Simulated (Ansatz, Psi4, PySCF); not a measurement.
C$_{4}$H$_{6}$AlBr (SMILES C=[CH][Al]([Br])[CH]=C), singlet, geometry from GFN2-xTB (such geometries of metal compounds can be far from the true shape), atoms displaced at random by about 0.08 Å a coordinate. Base run: HF/STO-3G, gradient run with PySCF.

PySCF was given this input:
```python
from pyscf import gto, scf

mol = gto.M(
    atom='''
Al   -0.311311   -0.233410   -0.242045
Br    1.132693    1.225607    1.023648
C    -1.735915    0.521327   -1.146023
C    -2.432410   -0.044509   -2.145305
H    -1.980030    1.575142   -0.994515
H    -3.389159    0.436843   -2.727110
H    -2.484557   -1.061997   -2.408824
C     0.198344   -2.148060   -0.215146
C    -0.278991   -3.286046   -0.586434
H     1.344661   -2.436073    0.349473
H    -0.228392   -4.223942   -0.417015
H    -1.388936   -3.105603   -1.113500
''',
    basis='sto-3g',
    charge=0,
    spin=0,
    verbose=4,
)

mf = scf.RHF(mol)
mf.kernel()
g = mf.nuc_grad_method()
grad = g.kernel()
```

Programs used: Ansatz (a quantum-chemistry and plane-wave program), Psi4, PySCF; a row that names a program was run with it.

The coordinate followed is z of atom 1.

Each row names what was changed in the base input (with any setting that the change needs).

```
change                                                  dE/dx (Eh/bohr)  net force (Eh/bohr)
------------------------------------------------------  ---------------  -------------------
base                                                          -0.037205             0.000000
code = ansatz                                                 -0.037206             0.000000
code = psi4                                                   -0.037216             0.000000
density fitting = on; auxbasis_response = off                 -0.037246             0.000734
density fitting = on                                          -0.037216             0.000000
finite difference step (bohr) = 0.01; conv_tol = 1e-11        -0.037205                    -
finite difference step (bohr) = 1e-4; conv_tol = 1e-11        -0.037205                    -
conv_tol = 1e-6                                               -0.037201             0.000000
finite difference step (bohr) = 0.2; conv_tol = 1e-11         -0.036997                    -
finite difference step (bohr) = 1e-3; conv_tol = 1e-11        -0.037205                    -
finite difference step (bohr) = 0.05; conv_tol = 1e-11        -0.037192                    -
finite difference step (bohr) = 1e-5; conv_tol = 1e-11        -0.037206                    -
```

The net force is zero for an exact gradient.
